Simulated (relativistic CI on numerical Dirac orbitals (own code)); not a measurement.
**Line list: Electric-dipole lines, Co VIII**

Method of calculation: Dirac-Coulomb-Breit CI, orbitals from a KLI potential per configuration, model QED (radiative potential, 1s self-energy scaled to tabulated hydrogen-like ionisation energies), valence Slater integrals scaled by 0.9, configuration energies shifted to the measured levels that pair with them (semi-empirical) (own radial code, finite nucleus).

Configurations in the expansion (outside the closed core [Ne]): 3s²3p⁶3d², 3s²3p⁶3d4p, 3s²3p⁵3d³, 3s²3p⁶3d4f, 3s²3p⁶3d5f, 3s²3p⁶3d4s, 3s²3p⁴3d⁴, 3s3p⁶3d³, 3s²3p⁶4s², 3s²3p⁶3d4d, 3s²3p⁶4s4p, 3p⁶3d⁴, 3s²3p⁶4p², 3s²3p⁶3d5s, 3s²3p⁶4s4d, 3s²3p⁶3d5p, 3s²3p⁶4p4d, 3s²3p⁶3d5d, 3s²3p⁵3d²4s, 3s3p⁵3d⁴, 3s²3p⁶3d5g, 3s²3p⁵3d4s², 3s²3p⁶4d², 3s²3p⁵3d²4p, 3s²3p⁴3d³4s, 3s²3p⁵3d4s4p, 3s²3p⁴3d³4p, 3s²3p⁵3d4p², 3s²3p⁵3d²4d, 3s²3p⁵3d4s4d. Levels of other configurations are missing.

| λ vac (nm) | Lower | Upper | A (s⁻¹) | log gf | S velocity/length |
| --- | --- | --- | --- | --- | --- |
| 10.183 | 3s²3p⁶3d² ³F2 [1] | 3s²3p⁶3d5f ³G°3 [383] | 1.22e+11 | 0.12 | 0.84 |
| 10.185 | 3s²3p⁶3d² ³F3 [2] | 3s²3p⁶3d5f ³G°4 [388] | 1.71e+11 | 0.38 | 0.84 |
| 10.195 | 3s²3p⁶3d² ³F4 [3] | 3s²3p⁶3d5f ³G°5 [393] | 1.93e+11 | 0.52 | 0.84 |
| 10.408 | 3s²3p⁶3d² ³P1 [6] | 3s²3p⁶3d5f ³D°2 [387] | 1.70e+11 | 0.14 | 0.80 |
| 12.241 | 3s²3p⁶3d² ³F2 [1] | 3s²3p⁶3d4f ³G°3 [157] | 1.36e+11 | 0.33 | 0.88 |
| 12.246 | 3s²3p⁶3d² ³F3 [2] | 3s²3p⁶3d4f ³G°4 [158] | 1.71e+11 | 0.54 | 0.87 |
| 12.260 | 3s²3p⁶3d² ³F2 [1] | 3s²3p⁶3d4f ³F°3 [155] | 1.97e+11 | 0.49 | 0.80 |
| 12.261 | 3s²3p⁶3d² ³F4 [3] | 3s²3p⁶3d4f ³G°5 [159] | 3.42e+11 | 0.93 | 0.85 |
| 12.262 | 3s²3p⁶3d² ³F3 [2] | 3s²3p⁶3d4f ³G°3 [157] | 1.81e+11 | 0.46 | 0.75 |
| 12.267 | 3s²3p⁶3d² ³F3 [2] | 3s²3p⁶3d4f ³F°4 [156] | 1.72e+11 | 0.54 | 0.80 |
| 12.267 | 3s²3p⁶3d² ³F2 [1] | 3s²3p⁶3d4f ³F°2 [154] | 2.85e+11 | 0.51 | 0.71 |
| 12.271 | 3s²3p⁶3d² ³F4 [3] | 3s²3p⁶3d4f ³G°4 [158] | 1.75e+11 | 0.55 | 0.74 |
| 12.281 | 3s²3p⁶3d² ³F3 [2] | 3s²3p⁶3d4f ³F°3 [155] | 1.23e+11 | 0.29 | 0.67 |
| 12.292 | 3s²3p⁶3d² ³F4 [3] | 3s²3p⁶3d4f ³F°4 [156] | 1.93e+11 | 0.59 | 0.67 |
| 12.332 | 3s²3p⁶3d² ³P1 [6] | 3s²3p⁵3d³ ³S°1 [175] | 2.37e+11 | 0.21 | 0.61 |
| 12.350 | 3s²3p⁶3d² ³P2 [7] | 3s²3p⁵3d³ ³S°1 [175] | 4.13e+11 | 0.45 | 0.62 |
| 12.411 | 3s²3p⁶3d² ³F2 [1] | 3s²3p⁵3d³ ³D°2 [152] | 9.04e+10 | 0.02 | 0.54 |
| 12.411 | 3s²3p⁶3d² ³F2 [1] | 3s²3p⁵3d³ ³D°1 [151] | 6.28e+11 | 0.64 | 0.52 |
| 12.431 | 3s²3p⁶3d² ³F3 [2] | 3s²3p⁵3d³ ³D°3 [153] | 6.90e+10 | 0.05 | 0.55 |
| 12.433 | 3s²3p⁶3d² ³F3 [2] | 3s²3p⁵3d³ ³D°2 [152] | 5.52e+11 | 0.81 | 0.52 |
| 12.438 | 3s²3p⁶3d² ¹D2 [4] | 3s²3p⁶3d4f ³P°1 [162] | 2.55e+11 | 0.25 | 0.60 |
| 12.457 | 3s²3p⁶3d² ³F4 [3] | 3s²3p⁵3d³ ³D°3 [153] | 5.83e+11 | 0.98 | 0.51 |
| 12.461 | 3s²3p⁶3d² ¹D2 [4] | 3s²3p⁶3d4f ¹D°2 [161] | 3.44e+11 | 0.60 | 0.70 |
| 12.461 | 3s²3p⁶3d² ¹D2 [4] | 3s²3p⁶3d4f ¹F°3 [160] | 2.96e+11 | 0.68 | 0.80 |
| 12.467 | 3s²3p⁶3d² ³P1 [6] | 3s²3p⁶3d4f ³D°1 [164] | 1.89e+11 | 0.12 | 0.77 |
| 12.475 | 3s²3p⁶3d² ³P2 [7] | 3s²3p⁶3d4f ³P°2 [167] | 3.40e+11 | 0.60 | 0.73 |
| 12.475 | 3s²3p⁶3d² ³P1 [6] | 3s²3p⁶3d4f ³D°2 [163] | 3.68e+11 | 0.63 | 0.76 |
| 12.481 | 3s²3p⁶3d² ³P2 [7] | 3s²3p⁶3d4f ³D°3 [166] | 3.80e+11 | 0.79 | 0.78 |
| 12.495 | 3s²3p⁶3d² ¹G4 [8] | 3s²3p⁵3d³ ¹G°4 [174] | 6.15e+11 | 1.11 | 0.66 |
| 12.531 | 3s²3p⁶3d² ¹G4 [8] | 3s²3p⁵3d³ ¹F°3 [172] | 6.31e+11 | 1.02 | 0.44 |
| 12.597 | 3s²3p⁶3d² ¹G4 [8] | 3s²3p⁶3d4f ¹H°5 [169] | 3.30e+11 | 0.94 | 0.87 |
| 12.749 | 3s²3p⁶3d² ¹S0 [9] | 3s²3p⁵3d³ ¹P°1 [177] | 4.49e+11 | 0.52 | 0.69 |
| 13.153 | 3s²3p⁶3d² ³F4 [3] | 3s²3p⁵3d³ ³F°4 [145] | 2.22e+11 | 0.71 | 0.53 |
| 13.158 | 3s²3p⁶3d² ³F3 [2] | 3s²3p⁵3d³ ³F°3 [144] | 2.09e+11 | 0.58 | 0.52 |
| 13.160 | 3s²3p⁶3d² ³F2 [1] | 3s²3p⁵3d³ ³F°2 [143] | 1.55e+11 | 0.30 | 0.53 |
| 13.172 | 3s²3p⁶3d² ³F2 [1] | 3s²3p⁵3d³ ³P°2 [142] | 6.66e+10 | -0.06 | 0.52 |
| 13.220 | 3s²3p⁶3d² ¹G4 [8] | 3s²3p⁶3d4f ¹G°4 [146] | 5.75e+10 | 0.13 | 0.50 |
| 13.665 | 3s²3p⁶3d² ¹D2 [4] | 3s²3p⁵3d³ ¹D°2 [139] | 1.32e+11 | 0.27 | 0.46 |
| 13.791 | 3s²3p⁶3d² ³P2 [7] | 3s²3p⁵3d³ ¹F°3 [138] | 6.35e+10 | 0.10 | 0.54 |
| 13.791 | 3s²3p⁶3d² ¹D2 [4] | 3s²3p⁵3d³ ³D°3 [137] | 6.73e+10 | 0.13 | 0.57 |
| 14.263 | 3s²3p⁶3d² ³F4 [3] | 3s²3p⁵3d³ ³G°5 [114] | 8.32e+10 | 0.45 | 0.65 |
| 14.282 | 3s²3p⁶3d² ³F3 [2] | 3s²3p⁵3d³ ³G°4 [110] | 7.26e+10 | 0.30 | 0.65 |
| 14.327 | 3s²3p⁶3d² ³F2 [1] | 3s²3p⁵3d³ ³G°3 [106] | 6.04e+10 | 0.11 | 0.65 |
| 14.374 | 3s²3p⁶3d² ¹G4 [8] | 3s²3p⁵3d³ ¹H°5 [133] | 5.62e+10 | 0.28 | 0.63 |
| 19.012 | 3s²3p⁶3d² ¹G4 [8] | 3s²3p⁶3d4p ¹F°3 [24] | 4.20e+10 | 0.20 | 0.82 |

Terms are leading LS components. Brackets give the number of a level in order of energy, since labels repeat. The list gives strong lines, with weight on those to low levels, without configurations that were not tied to measured data, among the lowest 400 of 4408 levels, so that lines to higher ones, which can be the strongest, are missing. Levels whose partners in the same complex of configurations lie outside the list can be far off, and so can their lines. Rates are taken at the computed energies, electric ones in the length gauge. A velocity-to-length ratio far from 1 marks an uncertain rate.

Configurations whose levels could be paired with our table of measured levels were shifted onto them, all but the ground configuration, by the median error of their levels; single terms can still be off by 1,000 to 2,000 cm⁻¹ or more, and rates follow the energies as ν³ (E1, M1) or ν⁵ (E2). The others borrow a shift and can be off by several thousand cm⁻¹ or more. 37 of the 59 excited levels that our extract of the measured tables holds in this range could be paired (the sources list more); they are missed by 999 cm⁻¹ on average and 5705 at most, after the shifts were fitted to these levels, and levels without a partner can miss by more.
